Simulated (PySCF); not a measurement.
**Radial density of Pr (praseodymium, neutral)**

M06-2X, [Xe] 4f3 5d1 6s1, one real determinant (an excited configuration). All numbers are calculated (PySCF 2.14, the spin-free X2C one-electron Hamiltonian (Gaussian nucleus), in ANO-RCC-VTZP (8s7p5d3f2g1h, 104 functions)).

```json
{"r (bohr)": "0.0204", "4πr²ρ (e/bohr)": "75.90", "4πr²(ρα − ρβ)": "0.0016"}
{"r (bohr)": "0.0343", "4πr²ρ (e/bohr)": "68.04", "4πr²(ρα − ρβ)": "0.0024"}
{"r (bohr)": "0.0577", "4πr²ρ (e/bohr)": "93.65", "4πr²(ρα − ρβ)": "0.0089"}
{"r (bohr)": "0.0970", "4πr²ρ (e/bohr)": "91.83", "4πr²(ρα − ρβ)": "0.0146"}
{"r (bohr)": "0.163", "4πr²ρ (e/bohr)": "79.42", "4πr²(ρα − ρβ)": "0.0957"}
{"r (bohr)": "0.274", "4πr²ρ (e/bohr)": "70.42", "4πr²(ρα − ρβ)": "0.5492"}
{"r (bohr)": "0.461", "4πr²ρ (e/bohr)": "33.70", "4πr²(ρα − ρβ)": "2.0116"}
{"r (bohr)": "0.776", "4πr²ρ (e/bohr)": "28.21", "4πr²(ρα − ρβ)": "2.6481"}
{"r (bohr)": "1.31", "4πr²ρ (e/bohr)": "9.464", "4πr²(ρα − ρβ)": "1.5826"}
{"r (bohr)": "2.20", "4πr²ρ (e/bohr)": "3.653", "4πr²(ρα − ρβ)": "0.6373"}
{"r (bohr)": "3.69", "4πr²ρ (e/bohr)": "0.6798", "4πr²(ρα − ρβ)": "0.5214"}
{"r (bohr)": "6.21", "4πr²ρ (e/bohr)": "0.1671", "4πr²(ρα − ρβ)": "0.1664"}
{"r (bohr)": "10.5", "4πr²ρ (e/bohr)": "0.004503", "4πr²(ρα − ρβ)": "0.0044"}
```

Densities and radii are taken from the X2C orbitals without a picture-change correction, which distorts them close to the nucleus.

⟨L²⟩ = 40.00 against 72 for a pure L term, so this real determinant mixes terms. Spin-orbit coupling, absent here, splits the open shell strongly.
